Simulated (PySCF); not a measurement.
PBE on H (hydrogen, neutral), 3d1, 2D determinant (an excited configuration). All numbers are calculated (PySCF 2.14, no relativity, point nucleus, in aug-cc-pVTZ with one added diffuse shell each of s, p, d type (5s4p3d, 32 functions)).

```
cycle= 1 E= -0.0309095274197272  delta_E= -0.000137  |g|= 0.00111  |ddm|= 0.0266
cycle= 2 E= -0.0309117591403105  delta_E= -2.23e-06  |g|= 0.000143  |ddm|= 0.0035
cycle= 3 E= -0.0309117964024602  delta_E= -3.73e-08  |g|= 1.6e-07  |ddm|= 0.000516
cycle= 4 E= -0.0309117964025101  delta_E= -4.99e-14  |g|= 4.83e-10  |ddm|= 5.91e-07
converged SCF energy = -0.0309117964025101  <S^2> = 0.75  2S+1 = 2
```

Highest occupied orbital energy: 0.742 eV; ⟨L²⟩ = 6.00; populations by l: s 0.00, p 0.00, d 1.00.

(1) Can this result be used?

Results:

(1) Not for this state. Self-consistency was reached. For one electron the Hartree and exchange-correlation energies should cancel; what remains is the self-interaction error. The outer electron is Rydberg-like, and this basis confines it to a smaller radius and binds it less than a complete one would. At PBE the highest occupied level has a positive energy, so only the finite basis holds that electron; for this excited configuration the basis is too tight for the outer shell.
